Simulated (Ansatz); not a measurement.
The lowest singlet and triplet of CS (SMILES [C]=S); geometries from B3LYP-D3(BJ)/def2-TZVP, each state relaxed from the structure named, with no frequency check.
Singlet (charge 0, multiplicity 1):
```xyz
2

C      0.0000     0.0000    -1.1142
S      0.0000     0.0000     0.4178
```
Triplet (charge 0, multiplicity 3):
```xyz
2

C      0.000     0.000    -1.140
S      0.000     0.000     0.428
```

A positive gap puts the triplet lower; no zero-point energy. R- takes a restricted singlet. U- takes an unrestricted singlet (broken symmetry where lower, unprojected). The triplet is unrestricted in single-reference levels.

Cores are frozen in the correlated methods.

Programs: Ansatz (Gaussian basis) for Hartree–Fock, density functionals and correlated methods. Values without a source in brackets are computed.

Problem. One of these levels gives -89.96 kcal/mol for the gap E(singlet) − E(triplet), adiabatic. Which one is it?
A) U-CCSD(T)/cc-pV(T+d)Z
B) R-PBE0/def2-TZVPP
C) R-MP2/cc-pV(D+d)Z

Solution. C, R-MP2/cc-pV(D+d)Z. The others give -72.58 (R-PBE0/def2-TZVPP), -79.27 (U-CCSD(T)/cc-pV(T+d)Z)

Doubts at one or more of the structures used: a spin-contaminated determinant (R-MP2/cc-pV(D+d)Z, U-CCSD(T)/cc-pV(T+d)Z); T1 above 0.05 (U-CCSD(T)/cc-pV(T+d)Z).

Ansatz is an electronic-structure program.
